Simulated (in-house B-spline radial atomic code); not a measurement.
A calculation on the rubidium ion Rb⁶⁺: its settings, and results tabulated from the run. Computed with a radial B-spline atomic code at the basis-set limit: scalar-relativistic (X2C) LC-wPBE, spin-polarised, spherical fractional occupations, Fermi nucleus of rms radius 4.2036 fm.

Command:
```bash
python run_scf.py task.json out
```
Settings (nuclear radius in fm, mass in u):
```
Z                37
configuration    [Ar] 3d10 4s2 4p1
hamiltonian      x2c
method           lc_wpbe
spin_polarised   True
nucleus          fermi
rms_radius       4.2036
atomic_mass      84.91179
speed_of_light   137.035999084
```

Output (hartree, bohr):
```
 radial grid: 67 intervals, B-splines of order 8, outer radius 15.5224 bohr

 iter        energy (Eh)    residual
    1       -2961.550082    6.46e-01
    2       -2966.579009    5.78e-01
    3       -2970.305536    1.01e-01
    4       -2970.437490    1.77e-02
    5       -2970.440018    1.06e-02
    6       -2970.441447    7.58e-04
    7       -2970.441452    9.10e-05
    8       -2970.441452    8.82e-06
    9       -2970.441452    3.58e-07

 total energy                     -2970.44145
 kinetic                            3055.2739
 electron-nucleus                  -7070.5025
 Hartree                            1143.1967
 exact exchange                       -6.7203
 exchange-correlation                -91.6893

 orbital      occ     eigenvalue          <r>       <r^2>       <1/r>       r_max
 1s up      1.000      -555.4436     0.039848  0.00215095     38.8691     0.02577
 1s down    1.000      -555.4388    0.0398478  0.00215093     38.8693     0.02577
 2s up      1.000       -77.2958     0.177436   0.0371848     8.60787      0.1495
 2s down    1.000       -77.2933     0.177434   0.0371835     8.60781      0.1495
 2p up      3.000       -68.9337      0.15489   0.0293621     8.25977      0.1194
 2p down    3.000       -68.9292     0.154892   0.0293624      8.2596      0.1194
 3s up      1.000       -14.4619     0.509216    0.297819     2.84633      0.4506
 3s down    1.000       -14.4548     0.509088    0.297612     2.84658      0.4507
 3p up      3.000       -11.7719     0.516948    0.312117     2.66692       0.446
 3p down    3.000       -11.7640     0.516783    0.311846     2.66729      0.4461
 3d up      5.000        -7.3148     0.519893    0.329421     2.40542      0.3924
 3d down    5.000        -7.3057     0.519043    0.328043     2.40769      0.3924
 4s up      1.000        -4.2438      1.30428     1.91177     1.03895       1.194
 4s down    1.000        -4.1691      1.30079     1.90364     1.04413       1.188
 4p up      1.000        -3.2839      1.42783     2.30271    0.933491       1.296
```

Run time, properties included: 1.6 s on 1 thread of Arm Neoverse N1, with other jobs on the host.

Caution: exact exchange at fractional occupations of open shells leaves self-interaction of up to several eV.

One-electron X2C: radii and densities carry no picture-change correction, so inner-shell <1/r> comes out high (for 1s by about 2 % at Z = 33, 5 % at 54, 10 % at 75, 30 % at 118) and <r> low.
